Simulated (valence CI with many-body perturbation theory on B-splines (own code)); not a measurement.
Sn+: input, log and results

Calculated by valence CI with perturbative core correlation (CI+MBPT): three valence electrons over a frozen Dirac-Fock core [Kr] 4d10, a basis of 6 s, 6 p, 5 d, 3 f, 1 g functions for each j, with the one-electron correlation potential Σ1 (screened to all orders), the two-electron term Σ2, the three-electron term Σ3, Breit, model QED; selected single and double excitations, second order for the rest, scaled by the run's own slope (own B-spline code, finite nucleus).

Command, and the settings that its task file holds:

```sh
python run_cv.py task.json out
```

```
atom Sn  Z=50  mass_number=120  rms_radius_fm=4.6519
core [Kr] 4d10
valence 5s2 5p1
avg = 1
basis = S
breit = 1
cap = 20000
capref = 1200
cscale = 1
de = 0.0
dress = 0
eps = 2e-08
extrap = 1
h = 0.27
hh = 1
l2 = 3
lcore = 6
maxit = 60
n2 = 5
natural = 1
nlev = 30
nno = [3, 3, 3, 2, 1]
nroot = 26
nsp = [3, 3, 2, 1, 0]
pt2 = 1
qed = 1
rpa = 1
s1 = 1
s2 = 1
s3 = 1
screen = 1
tol = 2e-05
whole = 1
```

It took 90 s on 1 thread of Arm Neoverse N1 (shared host).

Log. The first blocks belong to the next ion, which gives the ionisation energy. Fields: 2J, parity (1 odd), roots, reference size, generating configurations, candidates as configurations/state functions, variational space P, stored matrix elements, Davidson steps; e2 is the range of second-order energies in hartree. The first line gives the box (bohr), its intervals, the orbitals and the steps of their self-consistent field. Window is the range of levels sought, series limit the energy at which the first omitted orbital would enter, core excitation an estimate of the first excitation out of the core, left out the lowest levels not solved, and shifts from estimates the range by which levels moved from their first estimate, all in cm⁻¹.

```
rmax 28.0 intervals 66 orbitals 36 references ['5s2 5p'] scf 9 t 1.9
2J=0 par=0 roots 2 ref 15 generators 9 cand 92/92 P 107/107 nnz 0 it 0
   second order: generators 38 cand 0/0 e2 -0.00000 -0.00000
reference levels 22, estimated 22, window 87053 1/cm; series limit 87053, core excitation 217725
2J=1 par=1 roots 3 ref 3 generators 29 cand 2083/3007 P 914/1362 nnz 0 it 6
2J=1 par=1 roots 3 ref 3 generators 51 cand 2038/2976 P 1392/2089 nnz 0 it 7
   second order: generators 103 cand 1745/2509 e2 -0.00001 -0.00000
2J=3 par=1 roots 3 ref 3 generators 27 cand 2323/4654 P 892/1843 nnz 0 it 7
2J=3 par=1 roots 3 ref 3 generators 49 cand 2639/5406 P 1433/2957 nnz 1.1e+06 it 8
   second order: generators 107 cand 2372/4869 e2 -0.00002 -0.00001
2J=1 par=0 roots 5 ref 5 generators 36 cand 1896/2714 P 1326/1941 nnz 0 it 8
2J=1 par=0 roots 5 ref 5 generators 87 cand 1771/2583 P 2014/2968 nnz 1e+06 it 8
   second order: generators 194 cand 1189/1708 e2 -0.00001 -0.00000
2J=3 par=0 roots 5 ref 5 generators 42 cand 2740/5669 P 1438/2974 nnz 1.2e+06 it 7
2J=3 par=0 roots 5 ref 5 generators 85 cand 2326/4803 P 2166/4561 nnz 2.5e+06 it 8
   second order: generators 172 cand 1646/3301 e2 -0.00002 -0.00000
2J=5 par=0 roots 4 ref 4 generators 29 cand 2750/6319 P 1172/2610 nnz 1e+06 it 6
2J=5 par=0 roots 4 ref 4 generators 71 cand 2704/6276 P 1754/4022 nnz 2.1e+06 it 10
   second order: generators 124 cand 2147/4911 e2 -0.00002 -0.00001
2J=7 par=1 roots 1 ref 1 generators 11 cand 2010/4290 P 356/830 nnz 0 it 0
2J=7 par=1 roots 1 ref 1 generators 16 cand 2462/5387 P 562/1317 nnz 0 it 6
   second order: generators 31 cand 2811/6423 e2 -0.00001 -0.00001
2J=5 par=1 roots 1 ref 1 generators 11 cand 2303/4875 P 373/859 nnz 0 it 0
2J=5 par=1 roots 1 ref 1 generators 17 cand 2898/6404 P 622/1467 nnz 0 it 6
   second order: generators 32 cand 3174/7223 e2 -0.00001 -0.00001
left out: unestimated none, estimated none, shifts from estimates -4 to 14
operators 8.2
```

The Davidson iterations converged.

Against 11 measured levels this calculation errs by 214 cm⁻¹ on average and by 487 at most. These come from a selection out of the NIST Handbook of Basic Atomic Spectroscopic Data. Levels without a partner in it may be off by more.

```yaml
Valence_energy: -3.152365 hartree
Ionisation_energy: "14.607 eV (NIST: 14.6331 eV (measured))"
Reference_configurations_for_the_orbitals: 5s2 5p
Radial_orbitals: 36
Box_radius: 28.01 bohr
Largest_variational_space: 4561
Lowest_levels: 5s²5p ²P°_1/2 0.0000, 5s²5p ²P°_3/2 0.5260, 5s5p² ⁴P_1/2 5.701, 5s5p² ⁴P_3/2 5.937, 5s5p² ⁴P_5/2 6.231, 5s²6s ²S_1/2 7.070, 5s5p² ²D_3/2 7.264, 5s5p² ²D_5/2 7.343, 5s²6p ²P°_1/2 8.859, 5s²5d ²D_3/2 8.863, 5s²5d ²D_5/2 8.943, 5s²6p ²P°_3/2 8.967, 5s5p² ²S_1/2 9.404, 5s5p² ²P_1/2 9.978 eV
```

Names give the largest LS component (configuration and term), which can be under half, so a name can repeat, a term be missing and a line seem to break the LS rules; names also repeat where a configuration has a term twice.
